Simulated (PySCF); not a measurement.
Zr(OMe)(H)3 (CH6OZr), SMILES C[O][ZrH3], multiplicity 1.

Coordinates come from a B3LYP-D3(BJ)/def2-SVP optimisation. The multiplicity is an assumed one; no other spin state was optimised. The structure was generated by enumeration; whether it is a known compound was not checked. The def2 effective core potentials stand for the cores of Zr; spin–orbit coupling is left out.

Two levels are set side by side: PBE/def2-TZVPD (PySCF) and ωB97X/def2-TZVPD (PySCF). Same geometry, gas phase. Differences are taken from unrounded values.

| quantity | PBE |
|---|---|
| orbital gap (eV) | 3.97 |
| highest occupied level (eV) | -6.57 |
| lowest empty level (eV) | -2.59 |
| dipole moment (D) | 2.39 |
| mean polarisability (bohr³) | 74.6 |

### Question
These are the PBE values. What does ωB97X give? (An estimate is asked for; the answer gives what the named calculation found.)

### Answer

| quantity | ωB97X | PBE minus ωB97X |
|---|---|---|
| orbital gap (eV) | 10.75 | -6.78 |
| highest occupied level (eV) | -10.47 | 3.90 |
| lowest empty level (eV) | 0.29 | -2.88 |
| dipole moment (D) | 2.25 | 0.14 |
| mean polarisability (bohr³) | 69.3 | 5.4 |

PBE's occupied levels lie high since its potential decays too fast outside the molecule; exact exchange lowers them and widens the gap. Loosely held outer electrons make PBE densities more polarisable. Differences between two approximate levels are no errors against the true value.

Rough cost on one machine, each run with all the roots and properties that it gave: ωB97X against PBE within a factor of 2.
